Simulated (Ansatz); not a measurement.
Gas-phase electronic energies from Ansatz, PBE0-D4/def2-TZVP geometries. CCSD(T)/CBS adds triple-zeta CCSD(T) − MP2 to the extrapolated MP2 energy (def2 sets, frozen cores). This one scheme is used for every species. Functionals use def2-TZVPP. Elements past krypton have def2 core potentials. For I, Sb outer-core shells are correlated without core-valence functions, which leaves a few kJ/mol of doubt a bond.

Consider the ligand exchange at the Sb–I bond: `[SbH2][I]` + `C=N` → `C=[N][SbH2]` + HI.

| level | ΔE (kJ/mol) |
| --- | --- |
| r2SCAN | 109.6 |
| MP2/CBS(def2) | 116.5 |

(1) What does CCSD(T)/CBS give? (Estimate.)

Largest T1 diagnostic among the species: 0.015.

Answers

(1) The calculation gave: +112.8 kJ/mol. The listed levels differ from it by -3.2, 3.7 kJ/mol.

From PBE to PBE0 (25 % exact exchange), in def2-TZVPP and without D4, ΔE moves by +6.9 kJ/mol. In def2-TZVPP, CCSD(T) changes the Hartree–Fock value by −24.7 kJ/mol (the triples alone add −3.4 kJ/mol) and MP2 by −21.0 kJ/mol.
